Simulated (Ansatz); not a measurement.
`[OH][Ga]([SiH3])[GaH2]` + H₂S → `[OH][Ga]([SiH3])[SH]` + `[GaH3]` at 298.15 K and 1 bar (cleavage of the Ga–Ga bond).

Program: Ansatz. Geometries: PBE0-D4/def2-TZVP. ΔE: electronic, gas phase. CCSD(T)/CBS adds triple-zeta CCSD(T) − MP2 to the extrapolated MP2 energy (def2 sets, frozen cores). This one scheme is used for every species. For Ga outer-core shells are correlated without core-valence functions, which leaves a few kJ/mol of doubt a bond. Scalar relativity is left out up to krypton. Each species was taken in one conformer, which may not be the lowest.

| species | CCSD(T)/CBS energy (Eh) | H − E (kJ/mol) | S (J/(mol·K)) |
| --- | --- | --- | --- |
| `[OH][Ga]([SiH3])[GaH2]` | -4215.75901 | 161.9 | 414.4 |
| H₂S | -398.97279 | 49.9 | 205.7 |
| `[OH][Ga]([SiH3])[SH]` | -2689.04657 | 149.2 | 385.4 |
| `[GaH3]` | -1925.70545 | 59.6 | 218.4 |

H − E and S are ideal-gas, rigid-rotor, harmonic terms from PBE0-D4/def2-TZVP, for one conformer and one mirror image of each species. 1 Eh = 2625.50 kJ/mol, R = 8.31446 J/(mol·K).

Question: By hand: ΔE, ΔH, ΔS and ΔG.

Answer: ΔE = (-2689.04657) + (-1925.70545) − (-4215.75901) − (-398.97279) = -0.02022 Eh = -53.1 kJ/mol. Δ(H − E) = 149.2 + 59.6 − 161.9 − 49.9 = -3.0, so ΔH = -56.1 kJ/mol. ΔS = 385.4 + 218.4 − 414.4 − 205.7 = -16.3 J/(mol·K). ΔG = -56.1 − 298.15 × (-16.3)/1000 = -51.2 kJ/mol.

Question: By hand: the equilibrium constant, and the temperature at which ΔG would vanish if ΔH and ΔS stayed fixed.

Answer: log₁₀ K = −ΔG/(RT ln 10) = 9.0. ΔG = 0 at ΔH/ΔS = 3442 K, far beyond where these terms or the molecules hold.

ΔH outweighs TΔS. A doubt of 5 kJ/mol in ΔE shifts log₁₀ K by 0.9 here. Other conformers and mirror images would add mixing entropy, several J/(mol·K) or more a flexible species. Modes under 60 cm⁻¹, often nearly free rotors, make the harmonic entropy too high. These are equilibria of isolated gas molecules and say nothing of rates. Largest T1 diagnostic: 0.015 (customary marks: 0.02 for closed shells, 0.045 for open ones).
